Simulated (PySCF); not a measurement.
Molecule: `O[B@@H-](Cl)CCl`, [CH$_{4}$BCl$_{2}$O]-.

Molfile (atoms numbered from 1):
```
CH4BCl2O
     RDKit          3D

  9  8  0  0  0  0  0  0  0  0999 V2000
   -0.8061    1.7170   -0.9305 O   0  0  0  0  0  0  0  0  0  0  0  0
   -0.2130    0.6049   -0.2635 B   0  0  1  0  0  0  0  0  0  0  0  0
   -1.0140   -1.1213   -0.9310 Cl  0  0  0  0  0  0  0  0  0  0  0  0
    1.3471    0.3128   -0.6185 C   0  0  0  0  0  0  0  0  0  0  0  0
    2.4688    1.6763   -0.1236 Cl  0  0  0  0  0  0  0  0  0  0  0  0
   -0.5413    1.6960   -1.8546 H   0  0  0  0  0  0  0  0  0  0  0  0
   -0.4338    0.6537    0.9457 H   0  0  0  0  0  0  0  0  0  0  0  0
    1.7314   -0.5826   -0.1099 H   0  0  0  0  0  0  0  0  0  0  0  0
    1.5192    0.1811   -1.7004 H   0  0  0  0  0  0  0  0  0  0  0  0
  1  2  1  0
  2  3  1  0
  2  4  1  0
  4  5  1  0
  1  6  1  0
  2  7  1  1
  4  8  1  0
  4  9  1  0
M  CHG  1   2  -1
M  END
```

Geometry PBE0-D3(BJ)/def2-SVP throughout; GIAO in PySCF 2.14.0 with density-fitted response routines, gas phase, one conformer, non-relativistic; equivalent atoms averaged; functional PBE0.

For orientation, 6-31G gives these absolute shieldings σ: O1 258.7, B2 112.8, Cl5 959.2, Cl3 949.3, C4 147.4, H7 28.58, H8 29.96, H9 30.65, H6 33.85 ppm.

A run gave: O1 261.6, B2 99.9, Cl5 916.2, Cl3 902.7, C4 134.1, H7 27.71, H8 28.58, H9 29.21, H6 32.88 ppm (absolute shieldings σ).

Question: Which basis set was used in that run?
A. cc-pVTZ
B. cc-pVDZ
C. IGLO-III
D. def2-TZVP
E. def2-SVP

Answer: D. Cl5 tells them apart best: def2-TZVP gives 916.2, def2-SVP gives 969.5, cc-pVTZ gives 939.2, IGLO-III gives 933.8, cc-pVDZ gives 954.2 ppm.
